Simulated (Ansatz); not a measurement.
`O[SiH](O)[AlH2]` + `C[CH2][GeH3]` → `C[CH]([AlH2])[GeH3]` + `O[SiH2]O`  (formal exchange of groups at the Al–Si bond)

Gas-phase electronic energies from Ansatz, PBE0-D4/def2-TZVP geometries. CCSD(T)/CBS adds triple-zeta CCSD(T) − MP2 to the extrapolated MP2 energy (def2 sets, frozen cores). For Ge outer-core shells are correlated without core-valence functions, which leaves a few kJ/mol of doubt a bond. Scalar relativity is left out up to krypton. Each species was taken in one conformer, which may not be the lowest.

```json
{"species": "`O[SiH](O)[AlH2]`", "MP2/def2-QZVPP energy (Eh)": "-684.41553"}
{"species": "`C[CH2][GeH3]`", "MP2/def2-QZVPP energy (Eh)": "-2156.74374"}
{"species": "`C[CH]([AlH2])[GeH3]`", "MP2/def2-QZVPP energy (Eh)": "-2399.32224"}
{"species": "`O[SiH2]O`", "MP2/def2-QZVPP energy (Eh)": "-441.85028"}
```

Work out ΔE.

ΔE = (-2399.32224) + (-441.85028) − (-684.41553) − (-2156.74374) = -0.01325 Eh = -8.3 kcal/mol. CCSD(T)/CBS gives -6.0 kcal/mol.

Largest T1 diagnostic among the species: 0.013.

The D4 term adds −1.0 kcal/mol with B3LYP and −0.6 kcal/mol with PBE0; it sums over pairs of atoms, weighted by their polarisabilities, and B3LYP, whose exchange is more repulsive, gets the larger term. From PBE to PBE0 (25 % exact exchange), in def2-TZVPP and without D4, ΔE moves by −1.4 kcal/mol.

B3LYP here is the variant with VWN-RPA as its local correlation; programs differ in this.
